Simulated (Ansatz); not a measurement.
**InF (SMILES [F][In]): methods side by side**

The species is InF (2 atoms), meant as a singlet with charge 0. As SMILES, `[F][In]`. Geometry: relaxed at PBE0-D4/def2-TZVP.

```csv
atom,x (Å),y (Å),z (Å)
F,0.0000,0.0000,0.0159
In,0.0000,0.0000,2.0096
```

Quantity: the energy change with the F1–In2 bond stretched from 1.994 to 4.984 Å, in eV. The values are calculated.

```
                        level                    kind  program  value (eV)  less FCI/STO-3G  CPU time (all runs)
     BLYP/STO-3G (restricted)                     GGA   Ansatz        6.79            +2.47                  6 s
   revPBE/STO-3G (restricted)                     GGA   Ansatz        6.63            +2.31                7.2 s
    BHLYP/STO-3G (restricted)           global hybrid   Ansatz        8.22            +3.90                  3 s
  r2SCAN0/STO-3G (restricted)         hybrid meta-GGA   Ansatz        7.73            +3.41                 33 s
CAM-B3LYP/STO-3G (restricted)  range-separated hybrid   Ansatz        8.34            +4.02                3.4 s
  CCSD(T)/STO-3G (restricted)   coupled cluster or CI   Ansatz        4.30            -0.02                1.1 s
     CCSD/STO-3G (restricted)   coupled cluster or CI   Ansatz        4.04            -0.28                1.1 s
                   FCI/STO-3G      exact in the basis   Ansatz        4.32             0.00                2.3 s
```

FCI/STO-3G is exact within its basis and frozen core, so for wave-function methods in that basis the difference is their error; functionals converge differently with the basis, so for them it is only a difference. All-electron rows without a relativistic Hamiltonian named are non-relativistic. The first shape isn't each level's own minimum. The values span 4.04 to 8.34 eV. All rows use very small basis sets, so even the best lies far from the true value. In the correlated wave-function rows the outer d shell of In is correlated, in sets not made for it. Times are those of the runs behind each value, whatever else they computed, on shared processors of several kinds: orders of magnitude only.
